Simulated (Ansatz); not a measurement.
Relaxation of CH₇AlSSiTe (12 atoms, charge 0, multiplicity 1), to a largest force component of 0.02 eV/Å in at most 40 steps.

The calculation used RKS B3LYP-D4/def2-SVP in Ansatz 0.2.0.

```xyz
12
Properties=species:S:1:pos:R:3:forces:R:3
C -1.740 0.349 1.536 -1.28 2.92 -1.17
Te -0.173 -1.007 1.635 0.94 -1.34 0.29
Si 1.257 0.539 0.319 0.95 0.44 0.81
S 0.443 1.040 -1.550 -0.37 -0.14 -0.96
Al 0.695 -1.056 -2.414 -0.08 -0.01 0.46
H -2.082 0.556 0.463 0.52 -0.41 1.14
H -1.446 1.367 1.963 -0.21 -1.15 -0.35
H -2.616 0.017 2.087 -0.20 -0.36 0.30
H 1.479 1.789 1.151 -0.19 -0.25 -0.41
H 2.606 -0.082 0.132 -0.08 -0.16 0.11
H -0.414 -2.184 -2.136 0.18 0.35 -0.22
H 2.067 -1.384 -3.153 -0.19 0.09 0.00
```

Where does it end, and by what steps?

The forces met the threshold. The force dipped under the threshold on the way, but the program's further checks kept it going. After 18 steps the energy has fallen by 0.849 eV; H12 moved furthest, 1.52 Å. Joined: Te2–Al5.

```json
{"step": "0", "energy less start (eV)": "0.0000", "largest force component (eV/Å)": "2.925", "accepted": "yes"}
{"step": "1", "energy less start (eV)": "-0.2468", "largest force component (eV/Å)": "0.575", "accepted": "yes"}
{"step": "2", "energy less start (eV)": "-0.2929", "largest force component (eV/Å)": "0.259", "accepted": "yes"}
{"step": "3", "energy less start (eV)": "-0.3313", "largest force component (eV/Å)": "0.156", "accepted": "yes"}
{"step": "4", "energy less start (eV)": "-0.3657", "largest force component (eV/Å)": "0.254", "accepted": "yes"}
{"step": "5", "energy less start (eV)": "-0.4056", "largest force component (eV/Å)": "0.346", "accepted": "yes"}
{"step": "6", "energy less start (eV)": "-0.4620", "largest force component (eV/Å)": "0.303", "accepted": "yes"}
{"step": "7", "energy less start (eV)": "-0.5175", "largest force component (eV/Å)": "0.235", "accepted": "yes"}
{"step": "8", "energy less start (eV)": "-0.5976", "largest force component (eV/Å)": "0.213", "accepted": "yes"}
{"step": "9", "energy less start (eV)": "-0.6988", "largest force component (eV/Å)": "0.234", "accepted": "yes"}
{"step": "10", "energy less start (eV)": "-0.7803", "largest force component (eV/Å)": "0.225", "accepted": "yes"}
{"step": "11", "energy less start (eV)": "-0.7966", "largest force component (eV/Å)": "0.345", "accepted": "yes"}
{"step": "12", "energy less start (eV)": "-0.8137", "largest force component (eV/Å)": "0.435", "accepted": "yes"}
{"step": "13", "energy less start (eV)": "-0.8332", "largest force component (eV/Å)": "0.224", "accepted": "yes"}
{"step": "14", "energy less start (eV)": "-0.8428", "largest force component (eV/Å)": "0.123", "accepted": "yes"}
{"step": "15", "energy less start (eV)": "-0.8462", "largest force component (eV/Å)": "0.095", "accepted": "yes"}
{"step": "16", "energy less start (eV)": "-0.8479", "largest force component (eV/Å)": "0.073", "accepted": "yes"}
{"step": "17", "energy less start (eV)": "-0.8489", "largest force component (eV/Å)": "0.019", "accepted": "yes"}
{"step": "18", "energy less start (eV)": "-0.8491", "largest force component (eV/Å)": "0.013", "accepted": "yes"}
```

```xyz
12
Properties=species:S:1:pos:R:3
C -1.597 0.121 1.214
Te 0.258 -1.037 1.185
Si 1.589 0.936 0.172
S 0.736 1.121 -1.746
Al 0.218 -1.133 -1.671
H -1.602 0.779 0.336
H -1.636 0.699 2.145
H -2.427 -0.594 1.163
H 1.404 2.134 1.036
H 3.002 0.472 0.244
H -1.289 -1.440 -2.055
H 1.421 -2.115 -1.986
```

The run took 2.5 min on 2 threads of Arm Neoverse N1, with other jobs on the host, peak memory 0.31 GiB.
